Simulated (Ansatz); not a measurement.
Ideal-gas functions of C2H4ClOSi (`C=C[Si](O)Cl`) radical at 400 K and 1 bar, from an Ansatz frequency run at PBE0-D4/def2-TZVP.

Molar mass 107.59 g/mol, point group C1 (symmetry number 1), electronic degeneracy 2, moments of inertia 92.08, 249.427, 317.941 u Å². Harmonic wavenumbers (cm⁻¹, unscaled): 83, 138, 185, 248, 274, 365, 502, 561, 688, 815, 912, 1001, 1010, 1035, 1283, 1433, 1646, 3139, 3163, 3228, 3919.

Use S(trans) = R[1.5 ln M + 2.5 ln T − 1.1517]; rotational temperatures θ = 24.2544 K / I; S(rot) = R[ln(√π/σ · √(T³/θAθBθC)) + 1.5]; for each mode x = 1.438777 ν̃/T, S = R[x/(eˣ − 1) − ln(1 − e⁻ˣ)] and H = RT x/(eˣ − 1); 1 cm⁻¹ = 0.0119627 kJ/mol; R = 8.31446 J/(mol·K).

Q: By hand: the entropy, in J/(mol·K).

A: Translation 173.3. Rotation: θ = 0.2634, 0.0972, 0.0763 K, giving 117.9. Vibration, mode by mode: 18.40, 14.22, 11.85, 9.53, 8.76, 6.62, 4.45, 3.76, 2.62, 1.83, 1.38, 1.07, 1.04, 0.97, 0.47, 0.30, 0.15, 0.00, 0.00, 0.00, 0.00, in all 87.4. Electronic 5.8. Sum 384.4 J/(mol·K).

Q: By hand: H − E and G − E in kJ/mol, counted from the electronic energy.

A: Zero-point energy ½ × 25628 × 0.0119627 = 153.3; thermal vibration 18.6; translation, rotation and pV give 4 RT = 13.3. H − E = 185.2 kJ/mol, and G − E = 185.2 − 400 × 384.4/1000 = 31.4 kJ/mol.

Vibration gives 23 % of the entropy, 32.6 J/(mol·K) of it from the modes under 150 cm⁻¹: soft modes count most, and the harmonic formula is weakest for them. The sum counts one conformer and one mirror image; others add a mixing term.
